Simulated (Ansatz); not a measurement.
# Calibrating wB97M-V/def2-TZVPP on molecular compounds of Cd

The vertical ionisation energy (cation less neutral) in eV of 8 molecular compounds of Cd: x at wB97M-V/def2-TZVPP, y at CCSD(T)/def2-TZVPP. Shapes, held fixed at every level: PBE0-D4/def2-TZVP. Flexible molecules stand in one conformer, not always the lowest. Programs: Ansatz 0.2.0.

| molecule | x (eV) | y (eV) |
| --- | --- | --- |
| CH3CdClS (SMILES C[S][Cd][Cl]) | 9.09 | 9.02 |
| C3H8CdO2 (SMILES CC(C)[O][Cd][OH]) | 9.25 | 9.31 |
| Cd(NH2)(OH) | 9.42 | ? |
| Cd(NH2)Cl | 9.67 | 9.58 |
| Cd(OH)2 | 10.70 | 10.62 |
| CdCl2 (SMILES [Cl][Cd][Cl]) | 11.51 | 11.40 |
| CdClF (SMILES [F][Cd][Cl]) | 11.78 | 11.63 |
| CdF2 (SMILES [F][Cd][F]) | 13.09 | 13.18 |

Fit y = c + s·x to the known rows and predict y for Cd(NH2)(OH).


1. Means of the 7 rows: x = 10.7271, y = 10.677.
2. Σ(Δx)² = 13.285, Σ(Δx·Δy) = 13.377, so the slope is 13.377/13.285 = 1.0069.
3. Intercept: 10.677 − (1.0069) × 10.7271 = -0.124. The largest residual of the fit is 0.12.
4. Cd(NH2)(OH): -0.124 + 1.0069 × 9.42 = 9.36 eV.

CCSD(T)/def2-TZVPP gives 9.32 eV, so the prediction is off by +0.04 eV, within the largest residual. Uncorrected, wB97M-V/def2-TZVPP misses it by +0.10 eV, and the other rows by 0.09 on average. The line removes about 60 % of this miss. Left out in turn, the other rows are missed by 0.11 eV on average, worse than no correction. Cations run unrestricted. For atoms past krypton def2 sets carry core potentials with scalar relativity. Outer-core shells of Cd are correlated, in sets that cover them unevenly.
